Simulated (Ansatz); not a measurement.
Stepwise reaction of `[OH][W]([OH])(=[S])=[S]` with ammonia, as a gas-phase model of exchange steps in deposition or etching. ΔE in kJ/mol; ΔG adds harmonic PBE0-D4 terms to CCSD(T)/CBS, at 1 bar.

Calculated with Ansatz (gas phase, PBE0-D4/def2-TZVP geometries, no zero-point term in ΔE). CCSD(T)/CBS adds triple-zeta CCSD(T) − MP2 to the extrapolated MP2 energy (def2 sets, frozen cores). This one scheme is used for every species. Functionals use def2-TZVPP. B3LYP here is the variant with VWN-RPA as its local correlation; programs differ in this. def2 core potentials past Kr. For W outer-core shells are correlated without core-valence functions, which leaves a few kJ/mol of doubt a bond. Each species was taken in one conformer, which may not be the lowest.

```json
{"step": "1", "reaction": "`[OH][W]([OH])(=[S])=[S]` + NH₃ → `[NH2][W]([OH])(=[S])=[S]` + H₂O", "PBE-D4": "21.8", "B3LYP-D4": "21.4", "ωB97M-V": "21.3", "CCSD(T)/CBS": "14.3", "ΔG(500 K)": "12.5"}
```

Task: Give the row of step 2, `[NH2][W]([OH])(=[S])=[S]` + NH₃ → `[NH2][W]([NH2])(=[S])=[S]` + H₂O. (An estimate is asked.)

Result: The calculation gave: 
| step | reaction | PBE-D4 | B3LYP-D4 | ωB97M-V | CCSD(T)/CBS | ΔG(500 K) |
| --- | --- | --- | --- | --- | --- | --- |
| 2 | `[NH2][W]([OH])(=[S])=[S]` + NH₃ → `[NH2][W]([NH2])(=[S])=[S]` + H₂O | 28.6 | 28.4 | 28.6 | 21.8 | 21.3 |

Task: By hand: ΔE of the 2 steps together at CCSD(T)/CBS.

Result: (14.3) + (21.8) = 36.1 kJ/mol, or 18.1 kJ/mol a step.

In ΔE each step is higher than the one before. All are uphill at CCSD(T)/CBS. ΔG lies between 12.5 and 21.3 kJ/mol a step. PBE-D4 differs from CCSD(T)/CBS by 6.8 to 7.5 kJ/mol a step. Isolated molecules leave out the surface, adducts and barriers. Largest T1 diagnostic: 0.023.
